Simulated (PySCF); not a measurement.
**Mg²⁺ (magnesium, charge +2) across methods**

[Ne], closed-shell 1S. Computed with PySCF 2.14 in x2c-TZVPPall, with the spin-free X2C one-electron Hamiltonian (Gaussian nucleus).

```
 method  E (hartree)  mean ε 1s (eV)  mean ε 2s (eV)  mean ε 2p (eV)  Σ⟨r²⟩ (bohr²)   ⟨S²⟩
   TPSS    -199.5587         -1286.3         -101.13         -67.058          4.772  0.000
  TPSSh    -199.5533         -1293.3         -103.38         -68.649          4.764  0.000
 r2SCAN    -199.5195         -1289.2         -102.94         -67.997          4.746  0.000
r2SCANh    -199.5170         -1296.0         -104.94         -69.475          4.742  0.000
    UHF   -199.12816         -1356.5         -122.34         -81.779          4.719  0.000
    PBE    -199.4103         -1280.4         -99.971         -66.725          4.787  0.000
  M06-L    -199.5560         -1288.6         -103.66         -67.885          4.716  0.000
   PBE0    -199.4330         -1299.5         -105.88         -70.786          4.762  0.000
    LDA    -198.5798         -1273.8         -99.419         -66.833          4.798  0.000
```
